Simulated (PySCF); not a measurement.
C3H7ClSi, SMILES C/C=C/[SiH2]Cl. Heavy atoms are numbered as in [CH3:1]/[CH:2]=[CH:3]/[SiH2:4][Cl:5]. Hydrogens are named by the atom that carries them.

The structure is a stationary point at PBE0-D3(BJ)/def2-SVP. The structure was generated by enumeration; whether it is a known compound was not checked. One conformer was computed; it need not be the lowest.

These are M06-2X/def2-TZVP in PySCF values and carry that method's errors.

ESP charges are fitted to the potential on shells at 1.4 to 2.0 van der Waals radii. Atomic charges (e), one atom of each kind:

| atom | ESP fit | Mulliken | Löwdin |
|---|---|---|---|
| C1 (CH3) | -0.57 | -0.43 | -0.30 |
| C2 (CH) | 0.15 | -0.05 | -0.20 |
| C3 (CH) | -0.37 | -0.33 | -0.31 |
| Si4 (SiH2) | 0.14 | 0.40 | 0.01 |
| Cl5 | -0.15 | -0.26 | 0.18 |
| H on C1 | 0.17 | 0.15 | 0.13 |
| H on C2 | 0.10 | 0.14 | 0.14 |
| H on C3 | 0.20 | 0.14 | 0.14 |
| H on Si4 | -0.01 | -0.02 | -0.03 |

Give the Mayer and Wiberg (Löwdin basis) orders of the bonds. (An estimate is asked for; the answer gives what the named calculation found.)


```
bond     Mayer  Wiberg
-------  -----  ------
C1–C2     0.95    1.32
C2–C3     1.84    2.06
C3–Si4    1.01    1.17
Si4–Cl5   1.13    1.78
```
